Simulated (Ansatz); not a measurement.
Input for Ansatz (a quantum-chemistry and plane-wave program): R-PBE/def2-TZVPPD on CH6F2Ge (a complex), monomers drawn apart or pushed together. Files ending in .json are basis or fitting sets from the Basis Set Exchange.

Ansatz 0.2 input:
```yaml
crystal:
  periodic: [false, false, false]
  atoms:
    - {symbol: Ge, position_ang: [-0.70010531, 0.53473121, 0.34687054]}
    - {symbol: H, position_ang: [-0.86038231, 0.61855786, -1.18009865]}
    - {symbol: H, position_ang: [-0.37538836, -0.91919667, 0.72698455]}
    - {symbol: H, position_ang: [-2.01310343, 0.95637223, 1.01988008]}
    - {symbol: H, position_ang: [0.44308819, 1.45176820, 0.79628322]}
    - {symbol: F, position_ang: [-0.11075844, -0.05758991, 4.14252855]}
    - {symbol: C, position_ang: [0.78209687, -1.08563255, 4.22258496]}
    - {symbol: F, position_ang: [1.98314667, -0.64924842, 3.75429464]}
    - {symbol: H, position_ang: [0.43269337, -1.90000867, 3.58679392]}
    - {symbol: H, position_ang: [0.89447183, -1.36689638, 5.27070827]}
basis:
  gaussian:
    orbitals: def2-TZVPPD.json
hamiltonian:
  xc: {name: PBE}
scf: {lower_state_search: off}
```

The head of its log:

```
WARN ansatz: RAYON_NUM_THREADS=1 ignored (pool sized by the plan → 1); use --threads N
Functional definition: PBE
these checks for a lower state are left out or cut short: stability, starts, cluster_reference, orbital_swaps, neighbouring_geometries, increment
integrals: 0.21 GiB planned
1295 factors; their error is unknown
mean field: 1.36 GiB planned
mean field evaluation 1: about -63070.7832 eV, gradient 4.2e1 eV
mean field evaluation 2: about -63069.7501 eV, gradient 5.4e1 eV
```

Question: What total energy does the run end on?

Answer: -2317.9142 hartree.
